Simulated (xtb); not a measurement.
C3H8As (SMILES C[C](C)[AsH2]), doublet, from a rough starting geometry; xtb with GFN2-xTB.

xtb was given this input:
```
$ xtb mol.xyz --gfn 2 --uhf 1 --opt vtight --json

# file mol.xyz
12

C     -0.18260533     1.41554956     0.28460725
C      0.08851088    -0.01138893    -0.05098804
C     -1.12740403    -0.92602795    -0.19077943
As     1.78319396    -0.81410512     0.48766711
H     -0.75650461     1.49089146     1.24174735
H     -0.80472977     1.83850521    -0.43839961
H      0.69312813     1.97035309     0.44010453
H     -1.83329858    -0.49196654    -0.88460799
H     -1.62338786    -1.11165681     0.73731676
H     -0.79403274    -1.91970461    -0.55406984
H      1.86651218    -1.76429947    -0.65353378
H      2.61401603     0.25427366    -0.25230870
```

What the program printed (banner, timings and long lists left out):

```
   ID    Z sym.   atoms
    1    6 C      1-3
    2   33 As     4
    3    1 H      5-12

           -------------------------------------------------
          |                Calculation Setup                |
           -------------------------------------------------

           -------------------------------------------------
          |                 G F N 2 - x T B                 |
           -------------------------------------------------

          ...................................................
          :                      SETUP                      :
          :.................................................:
          :  # basis functions                  30          :
          :  # atomic orbitals                  29          :
          :  # shells                           17          :
          :  # electrons                        25          :
          :  max. iterations                   250          :
          :  Hamiltonian                  GFN2-xTB          :
          :  restarted?                      false          :
          :  GBSA solvation                  false          :
          :  PC potential                    false          :
          :  electronic temp.          300.0000000     K    :
          :  accuracy                    1.0000000          :
          :  -> integral cutoff          0.2500000E+02      :
          :  -> integral neglect         0.1000000E-07      :
          :  -> SCF convergence          0.1000000E-05 Eh   :
          :  -> wf. convergence          0.1000000E-03 e    :
          :  Broyden damping             0.4000000          :
          :  net charge                          0          :
          :  unpaired electrons                  1          :
          ...................................................

 iter      E             dE          RMSdq      gap      omega  full diag
   1    -12.8946325 -0.128946E+02  0.507E+00    2.51       0.0  T
   2    -12.9262103 -0.315779E-01  0.336E+00    4.04       1.0  T
   3    -12.9378254 -0.116151E-01  0.167E+00    3.47       1.0  T
   4    -12.9369001  0.925310E-03  0.864E-01    3.79       1.0  T
   5    -12.9384590 -0.155895E-02  0.376E-01    3.63       1.0  T
   6    -12.9384566  0.243405E-05  0.180E-01    3.64       1.0  T
   7    -12.9384830 -0.264005E-04  0.379E-02    3.61       1.0  T
   8    -12.9384872 -0.418054E-05  0.107E-02    3.61       2.7  T
   9    -12.9384873 -0.174518E-06  0.182E-03    3.61      15.8  T
  10    -12.9384873 -0.421057E-08  0.862E-04    3.61      33.5  T
  11    -12.9384873 -0.232452E-09  0.173E-04    3.61     167.3  T

   *** convergence criteria satisfied after 11 iterations ***

         :::::::::::::::::::::::::::::::::::::::::::::::::::::
         ::                     SUMMARY                     ::
         :::::::::::::::::::::::::::::::::::::::::::::::::::::
         :: total energy             -12.777363144551 Eh    ::
         :: gradient norm              0.077830189521 Eh/a0 ::
         :: HOMO-LUMO gap              3.613556095995 eV    ::
         ::.................................................::
         :: SCC energy               -12.938478062437 Eh    ::
         :: -> isotropic ES            0.003438289700 Eh    ::
         :: -> anisotropic ES          0.002574610606 Eh    ::
         :: -> anisotropic XC          0.005985382238 Eh    ::
         :: -> dispersion             -0.006770828659 Eh    ::
         :: repulsion energy           0.161114917886 Eh    ::
         :: add. restraining           0.000000000000 Eh    ::
         :: total charge              -0.000000000000 e     ::
         :::::::::::::::::::::::::::::::::::::::::::::::::::::

      -----------------------------------------------------------
     |                   =====================                   |
     |                        A N C O P T                        |
     |                   =====================                   |
[...]
 * total energy  :   -12.7829180 Eh     change       -0.8847408E-05 Eh
 * total energy  :   -12.7829241 Eh     change       -0.6136127E-05 Eh
 * total energy  :   -12.7829297 Eh     change       -0.5583634E-05 Eh
 * total energy  :   -12.7829352 Eh     change       -0.5492603E-05 Eh
 * total energy  :   -12.7829416 Eh     change       -0.6456944E-05 Eh
 * total energy  :   -12.7829453 Eh     change       -0.3650662E-05 Eh
 * total energy  :   -12.7829466 Eh     change       -0.1270008E-05 Eh
 * total energy  :   -12.7829470 Eh     change       -0.4804582E-06 Eh
 * total energy  :   -12.7829474 Eh     change       -0.3135577E-06 Eh
 * total energy  :   -12.7829476 Eh     change       -0.2533375E-06 Eh
 * total energy  :   -12.7829478 Eh     change       -0.2017196E-06 Eh
 * total energy  :   -12.7829479 Eh     change       -0.5082991E-07 Eh
   *** GEOMETRY OPTIMIZATION CONVERGED AFTER 17 ITERATIONS ***
         :: total energy             -12.782947866671 Eh    ::
[...]
        15                         -0.1385105              -3.7691
        16                         -0.0028624              -0.0779
        17                          0.0599874               1.6323
        18                          0.0724093               1.9704
        19                          0.1285231               3.4973
        20                          0.1703160               4.6345
        21                          0.1733326               4.7166
        22                          0.1942290               5.2852
        23                          0.2070582               5.6343
        24                          0.2466645               6.7121
       ...                                ...                  ...
        29                          0.8000794              21.7713
      -------------------------------------------------------------
                  HL-Gap            0.1342659 Eh            3.6536 eV
             Fermi-level           -0.2859885 Eh           -7.7821 eV

     #   Z          covCN         q      C6AA      α(0)
     1   6 C        3.788    -0.096    22.341     6.732
     2   6 C        2.877    -0.070    29.729     8.938
     3   6 C        3.788    -0.096    22.341     6.732
     4  33 As       2.935     0.072   212.144    26.692
     5   1 H        0.924     0.041     2.432     2.439
     6   1 H        0.924     0.041     2.433     2.439
     7   1 H        0.924     0.039     2.465     2.455
     8   1 H        0.924     0.041     2.433     2.439
     9   1 H        0.924     0.041     2.432     2.439
    10   1 H        0.924     0.039     2.465     2.455
    11   1 H        0.971    -0.027     3.558     2.948
    12   1 H        0.971    -0.027     3.558     2.948

 Mol. C6AA /au·bohr⁶  :       1801.011439
 Mol. C8AA /au·bohr⁸  :      63756.431041
 Mol. α(0) /au        :         69.656053

Wiberg/Mayer (AO) data.
largest (>0.10) Wiberg bond orders for each atom

 ---------------------------------------------------------------------------
     #   Z sym  total        # sym  WBO       # sym  WBO       # sym  WBO
 ---------------------------------------------------------------------------
     1   6 C    3.997 --     2 C    1.061     7 H    0.972     6 H    0.967
                             5 H    0.948
     2   6 C    3.431 --     4 As   1.174     3 C    1.061     1 C    1.061
     3   6 C    3.997 --     2 C    1.061    10 H    0.972     8 H    0.967
                             9 H    0.948
     4  33 As   3.226 --     2 C    1.174    11 H    0.962    12 H    0.962
     5   1 H    0.997 --     1 C    0.948
     6   1 H    0.998 --     1 C    0.967
     7   1 H    0.998 --     1 C    0.972
     8   1 H    0.998 --     3 C    0.967
     9   1 H    0.997 --     3 C    0.948
    10   1 H    0.998 --     3 C    0.972
    11   1 H    0.999 --     4 As   0.962
    12   1 H    0.999 --     4 As   0.962
 ---------------------------------------------------------------------------

Topologies differ in total number of bonds
Writing topology from bond orders to xtbtopo.mol

molecular dipole:
                 x           y           z       tot (Debye)
 q only:       -0.158       0.029       0.141
   full:       -0.464       0.180      -0.008       1.266
molecular quadrupole (traceless):
                xx          xy          yy          xz          yz          zz
 q only:       -0.120       0.064       0.413       0.649      -0.092      -0.294
  q+dip:       -0.717       0.999       0.788      -0.939       0.671      -0.071
   full:       -0.587       1.217       1.111      -1.309       1.021      -0.523

optimized geometry written to: xtbopt.xyz

           -------------------------------------------------
          | TOTAL ENERGY              -12.782947866671 Eh   |
          | GRADIENT NORM               0.000027017329 Eh/α |
          | HOMO-LUMO GAP               3.653560110480 eV   |
           -------------------------------------------------
```
